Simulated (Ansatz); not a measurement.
Reactions of `[CH3][Al]([CH3])[TeH]`.

Gas-phase electronic energies from Ansatz, PBE0-D4/def2-TZVP geometries. CCSD(T)/CBS is the MP2 limit (def2-TZVPP, def2-QZVPP) plus CCSD(T) − MP2 in def2-TZVPP, frozen cores. This one scheme is used for every species, atoms too. Open shells (•) are unrestricted, without spin–orbit coupling. Spin–orbit coupling would lower the free atoms: a little for Al, C; strongly for Te. def2 core potentials past Kr. Bonds to Ga, Se, Te are less sure, by a few kJ/mol each and by 10 to 20 or more in all where they break to atoms, as the def2 sets lack core-valence functions. Scalar relativity is left out up to krypton. Each species was taken in one conformer, which may not be the lowest.

| reaction | CCSD(T)/CBS(def2) (eV) |
| --- | --- |
| `[CH3][Al]([CH3])[TeH]` + `[CH3][Ga]([CH3])[SeH]` → `[CH3][Ga]([CH3])[TeH]` + `[CH3][Al]([CH3])[SeH]` | -0.09 |
| `[CH3][Al]([CH3])[TeH]` → Al• + 2 C• + 7 H• + Te• | ? |
| `[CH3][Al]([CH3])[TeH]` + `CC1CO1` → `[CH3][AlH][TeH]` + `C[C@@H]1O[C@H]1C` | 0.29 |
| `[CH3][Al]([CH3])[TeH]` → `[CH2]` (triplet) + `[CH3][AlH][TeH]` | 5.00 |
| `[CH3][Al]([CH3])[TeH]` + `N[SiH2][SeH]` → `[CH3][Al]([CH3])[SeH]` + `N[SiH2][TeH]` | 0.03 |
| `[CH3][Al]([CH3])[TeH]` + H₂ → H₂Te + `[CH3][AlH][CH3]` | 1.23 |
| `[CH3][Al]([CH3])[TeH]` + `FC([SiH3])B[SiH3]` → `[CH3][Al]([CH3])[BH][SiH3]` + `FC([SiH3])[TeH]` | 2.12 |
| `[CH3][Al]([CH3])[TeH]` + `[SiH3]C(Cl)Cl` → `[SiH3]C(Cl)[TeH]` + `[CH3][Al]([CH3])[Cl]` | ? |
| `[CH3][Al]([CH3])[TeH]` + `CNC=O` → `CN(C)C=O` + `[CH3][AlH][TeH]` | ? |

Fill in the missing values. (An estimate is asked.)

Computed: `[CH3][Al]([CH3])[TeH]` → Al• + 2 C• + 7 H• + Te•: +38.55 eV; `[CH3][Al]([CH3])[TeH]` + `[SiH3]C(Cl)Cl` → `[SiH3]C(Cl)[TeH]` + `[CH3][Al]([CH3])[Cl]`: -0.91 eV; `[CH3][Al]([CH3])[TeH]` + `CNC=O` → `CN(C)C=O` + `[CH3][AlH][TeH]`: +0.68 eV.

Largest T1 diagnostic: 0.018, for Al•.
